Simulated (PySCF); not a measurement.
Mg₂O, SMILES [Mg][O][Mg] (connectivity only; charge and spin as stated), neutral, multiplicity 1.

Geometry optimised at PBE0-D3(BJ)/def2-TZVP.

Two levels are set side by side: PBE/def2-TZVPD (PySCF) and r2SCAN/def2-TZVPD (PySCF). Same geometry, gas phase. Differences are taken from unrounded values.

| quantity | r2SCAN |
|---|---|
| orbital gap (eV) | 0.55 |
| highest occupied level (eV) | -4.01 |
| lowest empty level (eV) | -3.46 |
| mean polarisability (bohr³) | 215.2 |

Problem. What does PBE give, and how far is it from r2SCAN? (Estimate from the structure and the level; the computed values follow.)

Solution. 
```csv
quantity,PBE,PBE minus r2SCAN
orbital gap (eV),0.57,0.02
highest occupied level (eV),-4.00,0.01
lowest empty level (eV),-3.44,0.03
mean polarisability (bohr³),201.9,-13.3
```

Rough cost on one machine, each run with all the roots and properties that it gave: r2SCAN against PBE about 3 times.
